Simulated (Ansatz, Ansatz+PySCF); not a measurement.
```yaml
atoms:
  - { symbol: O, position_ang: [0.0000, 0.0000, 0.0000] }
  - { symbol: S, position_ang: [0.0000, 0.0000, 8.0000] }
```

Basis set: def2-SVP (spherical functions). Charge 0, multiplicity 1.

Computed with Ansatz (development build ahead of 0.2.0); each method stands on the lowest determinant of its kind that the runs found.

(1) Give the atomization energy at this shape (free ground-state atoms in the same class of orbitals less the molecule, no zero-point energy) of singlet SO in separate pieces by PBE0 (unrestricted), UHF.

## Answers

(1)

| method | atomization energy |
| --- | --- |
| PBE0 (unrestricted) | 0.00 kcal/mol |
| UHF | 0.00 kcal/mol |

Caution: another spin multiplicity may lie lower; the shape is not the minimum; the unrestricted determinant is a mixture of spin states. Caution for PBE0 (unrestricted): charge can spread falsely over distant fragments.
